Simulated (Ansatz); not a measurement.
CH7ClO2Si2, SMILES `O[SiH2]C[SiH](O)Cl`, relaxed with RKS PBE0-D4/def2-TZVP in the Gaussian-basis code of Ansatz from a GFN2-xTB geometry. The force threshold is 0.005 eV/Å; the program also tests the step.

Total charge 0; spin multiplicity 1.

Start:

```xyz
13

O     1.687    0.437    0.726
Si    0.698    1.328   -0.236
C    -0.428    0.037   -1.049
Si   -1.170   -1.220    0.166
O    -0.024   -1.819    1.141
Cl   -2.590   -0.291    1.269
H     2.423    0.848    1.172
H     1.507    2.037   -1.232
H    -0.036    2.284    0.592
H     0.146   -0.512   -1.796
H    -1.216    0.554   -1.591
H    -1.758   -2.394   -0.459
H     0.760   -1.289    1.297
```

How much energy does the relaxation release, and in how many steps? (An estimate is asked.)

Ansatz gave: 10.66 kJ/mol, in 13 steps, 1 of them rejected.

Which bonds change most? (An estimate is asked.)

The calculation gave: Si4–Cl6 from 2.024 to 2.067 Å; C3–Si4 from 1.900 to 1.862 Å; Si2–C3 from 1.895 to 1.859 Å; O1–Si2 from 1.642 to 1.666 Å.

Give the relaxed structure. (An estimate is asked.)

Ansatz gave: 
```xyz
13

O     1.593    0.467    0.852
Si    0.679    1.297   -0.267
C    -0.414    0.016   -1.052
Si   -1.100   -1.224    0.156
O     0.102   -1.979    0.955
Cl   -2.328   -0.181    1.450
H     2.194    0.969    1.404
H     1.577    1.943   -1.263
H    -0.114    2.359    0.404
H     0.159   -0.534   -1.807
H    -1.239    0.522   -1.565
H    -1.934   -2.269   -0.471
H     0.825   -1.386    1.203
```
